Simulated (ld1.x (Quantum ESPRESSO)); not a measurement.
# Mo: one change to a TM potential, before and after

ld1.x (Quantum ESPRESSO) 7.5 input, shortened:

```
&input
   title='Mo', zed=42., rel=1, dft='PBE', iswitch=3,
   config='[Kr] 4d4 5s0 5p0'
 /
 &inputp
   pseudotype=2, tm=.true., lloc=1,
   nlcc=.true., new_core_ps=.true., rcore=1.05
 /
3
4S  1  0   2.00   0.00  1.10  1.10  0.0
4D  3  2   4.00   0.00  1.50  1.50  0.0
4P  2  1   6.00   0.00  1.65  1.65  0.0
 &test
   configts(1)='4s2 4p6 4d4 5s0 5p0'
 /
```

All-electron outer shells of the reference configuration (PBE, scalar-relativistic, ld1.x):

| shell | level (eV) | outermost node (bohr) | outermost maximum (bohr) |
| --- | --- | --- | --- |
| 3d | -239.60 | – | 0.32 |
| 4s | -82.75 | 0.51 | 0.99 |
| 4p | -56.75 | 0.52 | 1.06 |
| 4d | -20.83 | 0.53 | 1.35 |
| 5s | -17.70 | 1.32 | 2.62 |
| 5p | -12.69 | 1.49 | 3.12 |

Change: local potential the d channel.

Cutoffs: the cutoffs (Ry, on a coarse ladder) from which the occupation-weighted sum of valence levels, in a spherical-Bessel basis at the reference potential, stays within 10 and 1 mRy of its value at 400 Ry; they do not see the model core or the augmentation charge, which bear on the density cutoff. Errors are all-electron minus pseudo energies relative to the spin-unpolarised reference configuration.

Problem. Predict the effect on cutoff, ghosts and configuration errors.

Solution. The potential gets neither clearly harder nor softer (100 Ry and 180 Ry → 100 Ry and 180 Ry); of the 7 tests that both files solve, the error grows in 0 and shrinks in 7 by more than 15 % and 0.3 meV (median size 44.3 → 14.5 meV); the range in which the s phases agree widens (upper end 0.5 → 1.6); the range in which the p phases agree widens (upper end 0.8 → 2.1); neither file shows a bound ghost.

```tsv
quantity	base	changed
cutoff, loose	100 Ry	100 Ry
cutoff, tight	180 Ry	180 Ry
bound ghosts	none	none
error for 4s2 4p6 4d5 5s1 5p0, meV [ΔE -22.35 eV]	+88	-23
error for 4s2 4p6 4d5 5s0 5p0, meV [ΔE -15.46 eV]	+4.1	+0.3
error for 4s2 4p6 4d3 5s0 5p0, meV [ΔE 26.74 eV]	+7.9	+1.7
error for 4s1 4p6 4d5 5s1 5p0, meV [ΔE 47.85 eV]	+120	-68
error for 4s2 4p6 4d4 5s1 5p0, meV [ΔE -14.29 eV]	+127	-37
error for 4s2 4p6 4d5 5s0 5p1, meV [ΔE -19.21 eV]	+44	+10
error for 4s2 4p6 4d2 5s0 5p0, meV [ΔE 66.25 eV]	+41	+15
s: phases at 1.81 bohr within 0.05 rad from the reference energy up to (Ry; the scan ends near 5)	0.5	1.6
p: phases at 1.81 bohr within 0.05 rad from the reference energy up to (Ry; the scan ends near 5)	0.8	2.1
d: phases at 1.81 bohr within 0.05 rad from the reference energy up to (Ry; the scan ends near 5)	3.4	to the end of the scan
```
